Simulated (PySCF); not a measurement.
A structure optimised at PBE-D3(BJ)/def2-SVP, used in a PySCF frequency run:

```
C
H 1 1.1081
H 1 1.1104 2 107.91
C 1 1.5020 2 109.54 3 -118.29
C 4 1.3409 1 126.78 2 -24.83
F 4 1.3507 5 120.36 1 179.75
H 5 1.0972 4 120.04 6 179.34
H 5 1.0988 7 119.40 4 178.82
C 1 1.5329 2 107.00 3 115.28
H 9 1.1052 1 110.42 2 -59.04
Cl 9 1.7951 10 106.22 1 121.59
Cl 9 1.7994 10 105.89 1 -120.36
```
Charge 0, spin multiplicity 1.

Task: Write its SMILES and formula.

Result: C=C(F)CC(Cl)Cl, C4H5Cl2F

Task: What are its rotational constants (standard atomic weights)?

Result: 2.0588, 1.4553, 0.99251 GHz
